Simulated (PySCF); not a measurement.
C2H4F2OSi.

```xyz
10

C     -0.0566     2.4339     0.0000
C      0.7229     1.3436     0.0000
Si     0.0242    -0.3536     0.0000
O     -1.6135    -0.2602     0.0000
F      0.5375    -1.2126    -1.2727
F      0.5375    -1.2126     1.2727
H     -1.1485     2.3552     0.0000
H      0.3626     3.4460     0.0000
H      1.8130     1.4666     0.0000
H     -2.1303    -1.0741     0.0000
```

Geometry: B3LYP-D3(BJ)/def2-SVP. This is a generated structure with no PubChem entry under its InChIKey; it may be hypothetical. Other conformers were not sampled.

Computed with PySCF with PBE/pcSseg-1. Non-relativistic, no solvent.

### Question
Give the absolute GIAO shielding of each atom: isotropic value and principal components (ppm). (Estimate from the structure and the level; the computed values follow.)

### Answer

| atom | σ(iso) | σ11 | σ22 | σ33 | span |
|---|---|---|---|---|---|
| C1 | 30.1 | -95.0 | 23.4 | 161.9 | 256.9 |
| C2 | 50.4 | -58.0 | 42.4 | 166.9 | 224.9 |
| Si3 | 388.9 | 362.2 | 389.6 | 415.0 | 52.8 |
| O4 | 280.3 | 241.4 | 277.9 | 321.6 | 80.3 |
| F5 | 297.8 | 240.3 | 276.0 | 377.2 | 136.8 |
| F6 | 297.8 | 240.3 | 276.0 | 377.2 | 136.8 |
| H7 | 24.6 | 21.0 | 23.3 | 29.4 | 8.4 |
| H8 | 24.7 | 21.8 | 24.4 | 27.8 | 6.0 |
| H9 | 25.3 | 24.2 | 24.6 | 27.2 | 3.0 |
| H10 | 29.1 | 21.9 | 23.0 | 42.3 | 20.4 |
